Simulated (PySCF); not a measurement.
Excitations are Tamm–Dancoff values on a coarser integration grid. The basis has no diffuse functions, so Rydberg states are missing or too high.

Cartesian coordinates (Å):
SMILES: B(O)(I)I
```xyz
5

O     -0.8458    -0.7913     0.0095
B      0.2527    -0.0315     0.0012
I      0.1161     2.1082    -0.0321
I      2.1461    -0.9940     0.0219
H     -1.6692    -0.2915    -0.0005
```
Charge 0, spin multiplicity 1.

Q: Predict the T1 excitation (TDA), brightest of the four lowest singlets (TDA), S1 excitation (TDA), HOMO–LUMO gap, dipole moment, total energy, HOMO and LUMO from PBE0-D3(BJ)/def2-TZVP (PySCF).

A: 
The T1 excitation (TDA) is 4.80 eV. The brightest of the four lowest singlets (TDA) is 5.88 eV and the S1 excitation (TDA) comes out as 4.95 eV. The HOMO–LUMO gap is 6.35 eV, the dipole moment is 1.63 D and the total energy comes out as -696.1613 Ha. The HOMO is -7.47 eV and the LUMO is -1.12 eV.
